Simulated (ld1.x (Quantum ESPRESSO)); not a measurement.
## Before and after: TM semilocal potential for F (Z = 9)

fluorine (F), norm-conserving Troullier–Martins (semilocal form), made with ld1.x (Quantum ESPRESSO) 7.5 (LDA (PZ), scalar-relativistic). Core [He], reference 2s2 2p5. Waves: 2s (bound): rc 0.60 bohr; 2p (bound): rc 1.80 bohr; 3d channel at 0.4 Ry: rc 1.65 bohr. Local part: the d channel. Core correction: Bessel-smoothed model core inside 0.50 bohr.

All-electron outer shells of the reference configuration (LDA (PZ), scalar-relativistic, ld1.x):

| shell | level (eV) | outermost node (bohr) | outermost maximum (bohr) |
| --- | --- | --- | --- |
| 1s | -658.96 | – | 0.12 |
| 2s | -29.65 | 0.24 | 0.77 |
| 2p | -11.29 | – | 0.71 |

Change: all radii but the core radius scaled by about 1.07 (s 0.64, p 1.92, d 1.76 bohr).

Cutoffs: the cutoffs (Ry, on a coarse ladder) from which the occupation-weighted sum of valence levels, in a spherical-Bessel basis at the reference potential, stays within 10 and 1 mRy of its value at 400 Ry; they do not see the model core or the augmentation charge, which bear on the density cutoff. Errors are all-electron minus pseudo energies relative to the spin-unpolarised reference configuration.

Task: Predict the effect on cutoff, ghosts and configuration errors.

Result: The potential gets softer (180 Ry and 260 Ry → 110 Ry and 260 Ry); of the 9 tests that both files solve, the error grows in 7 and shrinks in 1 by more than 15 % and 0.3 meV (median size 11.0 → 27.4 meV); neither file shows a bound ghost. A larger radius leaves more room for a smooth pseudo-wave, so fewer plane waves are needed. A semilocal file is local in each channel, so a ghost entry of none says nothing of the separable form that plane-wave codes build from it.

| quantity | base | changed |
| --- | --- | --- |
| cutoff, loose | 180 Ry | 110 Ry |
| cutoff, tight | 260 Ry | 260 Ry |
| loose cutoff by channel (10 mRy a level) | s 90 Ry, p 45 Ry | s 90 Ry, p 40 Ry |
| bound ghosts | none | none |
| error for 2s2 2p4, meV [ΔE 19.56 eV] | +11 | +27 |
| error for 2s2 2p3, meV [ΔE 58.07 eV] | +352 | +518 |
| error for 2s2 2p2, meV [ΔE 118.80 eV] | +1773 | +2394 |
| error for 2s2 2p5.3, meV [ΔE -2.73 eV] | -2.6 | -3.1 |
| error for 2s1 2p6, meV [ΔE 18.39 eV] | +7.6 | -8.7 |
| error for 2s1 2p5, meV [ΔE 38.21 eV] | -222 | -295 |
| error for 2s2 2p4.5, meV [ΔE 7.63 eV] | -3.7 | -2.1 |
| error for 2s2 2p5 (spin-polarised), meV [ΔE -0.38 eV] | -8.8 | -15 |
| error for 2s2 2p4 (spin-polarised), meV [ΔE 17.72 eV] | -54 | -74 |
